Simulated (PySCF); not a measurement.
## Electron correlation in C²⁺ (carbon, charge +2)

[He] 2s1 3d1, high-spin 3D determinant (an excited configuration). All numbers are calculated (PySCF 2.14, scalar relativity by spin-free X2C-1e, in aug-cc-pCVTZ-DK). Frozen: nothing; 4 electrons correlated.

```tsv
level	correlation energy (mhartree)
CCSD	-54.98
(T)	-0.14
CCSD(T)	-55.12
```

Diagnostics: T1 = 0.0040, D1 = 0.0108, largest double amplitude 0.086.

The outer electron is Rydberg-like, and this basis confines it to a smaller radius and binds it less than a complete one would.

Cost of the coupled-cluster step: of the order of 2.5 core-seconds, for 4 correlated electrons.

Iterations:

```
CC2 = 0
CCSD nocc = (np.int64(3), np.int64(1)), nmo = (59, 59)
frozen orbitals [[], []]
max_cycle = 100
direct = 0
conv_tol = 1e-08
conv_tol_normt = 1e-06
diis_space = 8
diis_start_cycle = 0
Init t2, MP2 energy = -0.0472449226714308
Init E_corr(UCCSD) = -0.0472449226715021
cycle = 1  E_corr(UCCSD) = -0.0515953083520468  dE = -0.00435038568  norm(t1,t2) = 0.029368
cycle = 2  E_corr(UCCSD) = -0.052841764743004  dE = -0.00124645639  norm(t1,t2) = 0.0190723
cycle = 3  E_corr(UCCSD) = -0.054746283414027  dE = -0.00190451867  norm(t1,t2) = 0.0135518
cycle = 4  E_corr(UCCSD) = -0.0549147617079198  dE = -0.000168478294  norm(t1,t2) = 0.00456155
cycle = 5  E_corr(UCCSD) = -0.0549917243229634  dE = -7.6962615e-05  norm(t1,t2) = 0.000506669
cycle = 6  E_corr(UCCSD) = -0.0549732755113337  dE = 1.84488116e-05  norm(t1,t2) = 9.47517e-05
cycle = 7  E_corr(UCCSD) = -0.054980976978862  dE = -7.70146753e-06  norm(t1,t2) = 3.7361e-05
cycle = 8  E_corr(UCCSD) = -0.0549794629293649  dE = 1.5140495e-06  norm(t1,t2) = 8.46425e-06
cycle = 9  E_corr(UCCSD) = -0.0549794846069024  dE = -2.16775375e-08  norm(t1,t2) = 2.3814e-06
cycle = 10  E_corr(UCCSD) = -0.0549796050550848  dE = -1.20448182e-07  norm(t1,t2) = 3.14294e-06
cycle = 11  E_corr(UCCSD) = -0.054979604118902  dE = 9.36182874e-10  norm(t1,t2) = 1.22479e-07
UCCSD converged
E(UCCSD) = -35.31147909836162  E_corr = -0.05497960411890196
UCCSD(T) correction = -0.000144534356610351
```
